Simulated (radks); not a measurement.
Problem. Species: Pt II. Configuration: [Xe] 4f13.5 5d9 6p0.5 (fractional occupations, a model configuration). Calculated with a radial shooting solver on a logarithmic mesh with Libxc functionals: scalar-relativistic Kohn-Sham, PBE, spin-unpolarised, spherical densities, finite nucleus; Fermi nuclear charge, rms radius 5.427 fm. Some entries of the table are withheld. Estimate them.

| orbital | occ. | eigenvalue (hartree) | <r> (bohr) | <r^2> (bohr^2) |
|---|---|---|---|---|
| 1s | 2 | -2881.629 | 0.01715 | 0.0004062 |
| 2s | 2 | -506.7805 | 0.07237 | 0.006203 |
| 2p | 6 | (1) | 0.06523 | 0.005202 |
| 3s | 2 | -119.5538 | 0.1871 | (2) |
| 3p | 6 | -99.92642 | 0.1882 | 0.04106 |
| 3d | 10 | -78.60202 | 0.1705 | 0.03402 |
| 4s | 2 | -26.16987 | 0.4147 | 0.1940 |
| 4p | 6 | (3) | (4) | 0.2212 |
| 4d | 10 | -11.88006 | 0.4669 | 0.2519 |
| 5s | 2 | -4.20557 | 0.9466 | 1.005 |
| 4f | 13.5 | -3.16821 | 0.5108 | 0.3169 |
| 5p | 6 | -2.50276 | 1.093 | 1.353 |
| 5d | 9 | -0.61697 | 1.581 | 2.962 |
| 6p | 0.5 | -0.27418 | 3.610 | (5) |

Solution. 
(1) 2p eigenvalue (hartree): -439.4197
(2) 3s <r^2> (bohr^2): 0.04005
(3) 4p eigenvalue (hartree): -19.72119
(4) 4p <r> (bohr): 0.4412
(5) 6p <r^2> (bohr^2): 14.89
